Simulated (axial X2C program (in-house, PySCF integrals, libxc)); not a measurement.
# Spectroscopic constants of SiBr⁻

Computed with an in-house all-electron X2C program for linear molecules (integrals from PySCF). Spin-free means the one-electron spin-free X2C Hamiltonian; two-component (2c) means X2C with spin–orbit coupling and atomic mean-field two-electron Coulomb and Gaunt terms, so the difference of the two also holds small scalar two-electron terms. Basis: Br dyall-acv3z [9s10p7d5f1g], Si dyall-av3z [9s8p3d2f] (cores contracted in-house); Gaussian nuclei, density fitting, unrestricted open shells. Masses: Br 78.918 u, Si 27.977 u.

Input file and command:
```json
{
 "zs": [
  35,
  14
 ],
 "q": -1,
 "bas": [
  "dyall-acv3z",
  "dyall-av3z"
 ],
 "levels": [
  "PBE0",
  "HF",
  "PBE"
 ],
 "cc": true,
 "r0": 2.3,
 "thr": -2.0,
 "nmax": 90,
 "npts": 10,
 "nst": 2,
 "ntry": 6
}
```
```bash
python so2c.py task.json out
```

Keys: zs atomic numbers; q charge; bas basis sets; levels methods; cc coupled cluster on or off; r0 starting distance in Å; thr threshold in hartree for freezing inner shells (an s shell follows its p shell); nmax most natural virtual spinors; npts points on the curve; nst determinants followed; ntry starts of the search. HF also brings MP2.

State, spin-free: M_S = 1, Λ = 0 (beyond evenly filled blocks: π+α, π-α); electrons by block: σα: 12, σβ: 12, π+α: 6, π+β: 5, π-α: 6, π-β: 5, δ+α: 1, δ+β: 1, δ-α: 1, δ-β: 1. Fragments: Br- + Si.

State, 2c: Ω = 1 (⟨Sz⟩ = 1.00, ⟨Lz⟩ = 0.00 at PBE0); electrons by block: 1/2: 17, -1/2: 18, 3/2: 7, -3/2: 6, 5/2: 1, -5/2: 1. Fragments: Br- + Si.

```
Hamiltonian    level  Re (Å)  ωe (cm⁻¹)  ωexe (cm⁻¹)  De (eV)  D0 (eV)  k (mdyn/Å)  μ (D)
  spin-free     PBE0   2.420      289.9         1.56     1.92     1.90        1.02  -4.47
  spin-free       HF   2.493      250.2         1.85     1.25     1.24       0.762  -3.69
  spin-free      MP2   2.435      282.4         1.53     1.72     1.70        0.97    n/a
  spin-free     CCSD   2.452      274.0         1.58     1.66     1.64       0.914    n/a
  spin-free  CCSD(T)   2.450      276.3         1.49     1.71     1.69       0.929    n/a
  spin-free      PBE   2.438      280.8         1.53     1.99     1.97        0.96  -4.68
         2c     PBE0   2.421      289.4         1.55     1.92     1.90        1.02  -4.47
         2c       HF   2.494      249.9         1.84     1.25     1.24        0.76  -3.70
         2c      MP2   2.436      282.1         1.53     1.73     1.71       0.968    n/a
         2c  CCSD(T)   2.451      275.6         1.45     1.71     1.70       0.924    n/a
         2c      PBE   2.439      280.3         1.53     1.99     1.97       0.956  -4.69
```

Correlated methods: 12 electrons correlated (number of frozen shells: Br 3 s, 2 p, 1 d; Si 2 s, 1 p), 246 virtual spin orbitals or spinors in MP2, 90 natural virtuals in coupled cluster.

Dipoles are positive if Si is the positive end and refer to the centre of mass.

The state is one determinant whose occupation by symmetry is held fixed; it was picked as the lowest of a PBE0 search that is not exhaustive. Dissociation energies refer to the lowest single-determinant-based atoms at the same level and basis. Density functionals use the spin component along the axis (collinear). CCSD and (T) use frozen natural virtuals with an MP2 correction for the truncation; (T) itself is uncorrected, so its De runs slightly low. In 2c an atomic determinant is not the ground J level, so De misses part of the atomic spin–orbit lowering. This holds for PBE0, MP2, CCSD(T), PBE. Other states lie close and PBE0, whose exact exchange favours high spin, may order them wrongly; the determinant shown need not be the ground state. The nearest other spin-free determinant of the search, M_S = 0, Λ = 2, lies 0.75 eV up at the distance of the search. The functionals have no current-density term, which raises determinants with orbital currents, atoms included. With several unpaired electrons one determinant need not be a pure state. Open-shell Ω = 0 determinants with evenly filled partner blocks cannot be reached by this program, so the Ω shown need not be the lowest component. This is the Ω = 1 component of a π² triplet; the 0⁺ component is not one determinant and can lie lowest. The highest occupied level of some functionals is positive through self-interaction error; at Hartree–Fock it is bound. Hartree–Fock gets electron affinities wrong, so its lowest charge split need not be the true one.

No reliable constants came from CCSD (2c): no minimum in range, unconverged points, a curve that is not smooth, a change of character along it, or the two Hamiltonians disagreeing along it.

Rough cost a point (2c) on 1 thread(s) of a shared host, integrals apart: PBE0 0.5 s, HF 0.5 s, CCSD(T) 5 s, PBE 0.29 s.

The whole task took 2.2 min on 1 thread of Arm Neoverse V1, with other jobs on the host.
